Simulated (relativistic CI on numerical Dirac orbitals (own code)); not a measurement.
Method of calculation: Dirac-Coulomb-Breit CI, orbitals from a KLI potential per configuration, model QED (radiative potential, 1s self-energy scaled to tabulated hydrogen-like ionisation energies), unscaled Slater integrals (own radial code, finite nucleus).

The strongest absorption lines from the ground level of an ion, among the configurations computed and to levels below about 49.9 eV (vacuum wavelength in Å, gf): 262.65 (0.51), 263.62 (1), 267.55 (0.45), 270.62 (0.85), 271.18 (1.3), 272.16 (0.33), 279.30 (0.35), 279.91 (0.67).

Task: Which ion is it?
A. In⁶⁺
B. In⁸⁺
C. In⁴⁺
D. Ag⁴⁺

Result: A. In⁶⁺ has 43 electrons and the ground level 4s²4p⁶4d⁷ ⁴F9/2; the strongest line goes to 4s²4p⁶4d⁶5p ⁴G°11/2. The pattern of lines fixes the number of electrons, and along that sequence the line energies rise steadily with the charge (about as its square where n changes within one kind of shell, about linearly where n is kept but much faster in heavy ions where fine structure, which grows about as Z⁴, sets the gap, and irregularly where shells cross), which fixes Z. Configurations outside the model, such as inner-shell arrays, can give stronger lines. At this charge configurations can still be misplaced by up to about 7 % of their energy. Terms inside the open d or f shell come out 10 to 20 % too wide with unscaled integrals. 22 of the 69 excited levels that our extract of the measured tables holds in this range could be paired (the sources list more); they are missed by 1750 cm⁻¹ on average and 5289 at most, and levels without a partner can miss by more. Some levels of the ground configuration have no partner and can miss by 10 % or more.

LS names give the leading component of a level, which can be under half, so a name can repeat, a term be missing and a line seem to break the LS rules.
